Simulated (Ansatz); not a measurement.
A nudged elastic band was laid between two geometries of BCl3 + H4Si (9 atoms, charge 0, multiplicity 1).

Computed with RHF/def2-mTZVP in Ansatz.

```yaml
movable_images: 7
climbing_image: yes
spring: 5.0 eV/Å²
optimiser: quadratic models (default)
start_path: through a guess of the saddle point
force_threshold: 0.05 eV/Å
iteration_limit: 60
end_points: relaxed
```

First end point:

```xyz
9
Properties=species:S:1:pos:R:3
B -0.095 1.442 -0.176
Cl 0.041 2.246 1.371
Cl 1.347 0.982 -1.053
Cl -1.673 1.105 -0.852
Si 0.175 -3.399 1.242
H -0.490 -3.826 -0.001
H 1.617 -3.693 1.157
H -0.409 -4.117 2.388
H -0.017 -1.948 1.425
```

Last end point:

```xyz
9
Properties=species:S:1:pos:R:3
B -0.097 -0.748 -0.692
Cl 0.599 0.616 2.993
Cl 1.245 0.103 -1.453
Cl -1.714 -0.063 -0.867
Si 0.182 -2.510 0.299
H -0.117 -3.608 -0.643
H 1.571 -2.637 0.769
H -0.746 -2.597 1.440
H -0.429 0.236 3.655
```

Question: Which bonds break or form, and what moves?

Answer: Bonds broken: B1–Cl2, Si5–H9. Bonds formed: B1–Si5, Cl2–H9. BCl3 + H4Si becomes BCl2H3Si + ClH.

Question: What energy profile does the band end with?

Answer: The run converged. The highest image is number 4 of 0 to 8, 307.3 kJ/mol above the first end and 205.8 kJ/mol above the last; the last end lies 101.6 kJ/mol above the first. Neighbouring images differ by up to 2.5 eV, so the band resolves the path poorly. A vibrational analysis at the climbing image gives one clearly imaginary mode, 1429i cm⁻¹: a first-order saddle point. The orbitals stay closed-shell, which can raise the energy where a bond breaks towards radicals; this wasn't checked here.

```tsv
image	path coordinate (Å)	energy (kJ/mol)	B1–Cl2 (Å)	Si5–H9 (Å)	B1–Si5 (Å)
0	0.00	0.0	1.75	1.47	5.05
1	1.07	1.5	1.75	1.47	4.33
2	2.15	12.2	1.75	1.47	3.72
3	3.23	69.8	1.79	1.48	2.99
4	4.31	307.3	2.24	1.90	2.21
5	5.16	161.6	2.98	2.46	2.05
6	6.00	117.1	3.51	3.02	2.04
7	6.84	104.8	3.67	3.64	2.04
8	7.68	101.6	3.99	4.38	2.04
```

Question: What is the geometry of the highest image?

Answer: 
```xyz
9
Properties=species:S:1:pos:R:3
B -0.095 -0.338 0.135
Cl 0.346 0.765 2.036
Cl 1.193 0.085 -1.013
Cl -1.797 -0.014 -0.261
Si 0.132 -2.443 0.757
H -0.180 -3.011 -0.558
H 1.502 -2.749 1.182
H -0.853 -2.828 1.775
H 0.246 -0.675 1.447
```

Time of the run: 6.4 min on 4 threads of Arm Neoverse V1 (shared host), peak memory 0.29 GiB.
